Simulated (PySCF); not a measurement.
**An isoelectronic set: 67 electrons**

PBE0 in PySCF with def2-TZVPP on every atom (core potentials on Sn, Te, I), for the lowest determinant that a PBE0 search found; no spin–orbit coupling. All have 67 electrons, 11 of them in the valence shells, and the same state, a doublet (π ↑). For ions De leads to the atom and ion picked by measured ionisation energies and electron affinities.

```json
{"species": "GeBr", "difference of nuclear charges": "3", "Re (Å)": "2.327", "ωe (cm⁻¹)": "296", "k (mdyn/Å)": "1.97", "De (eV)": "3.71", "dissociates to": "Ge + Br", "Mayer bond order": "1.16"}
{"species": "SnCl", "difference of nuclear charges": "33", "Re (Å)": "2.368", "ωe (cm⁻¹)": "350", "k (mdyn/Å)": "1.95", "De (eV)": "3.95", "dissociates to": "Sn + Cl", "Mayer bond order": "1.02"}
{"species": "TeP", "difference of nuclear charges": "37", "Re (Å)": "2.231", "ωe (cm⁻¹)": "494", "k (mdyn/Å)": "3.59", "De (eV)": "3.14", "dissociates to": "Te + P", "Mayer bond order": "2.41"}
{"species": "SiI", "difference of nuclear charges": "39", "Re (Å)": "2.443", "ωe (cm⁻¹)": "363", "k (mdyn/Å)": "1.78", "De (eV)": "3.33", "dissociates to": "Si + I", "Mayer bond order": "1.37"}
```

Q: Which member of the whole set has the stiffest bond, and how does it compare with the softest?

A: TeP with k = 3.59 mdyn/Å, 2.0 times that of SiI.

These are scalar-relativistic numbers at best; spin–orbit coupling would shift them, the dissociation energy most. States were picked by a PBE0 search and need not be the measured ground states.
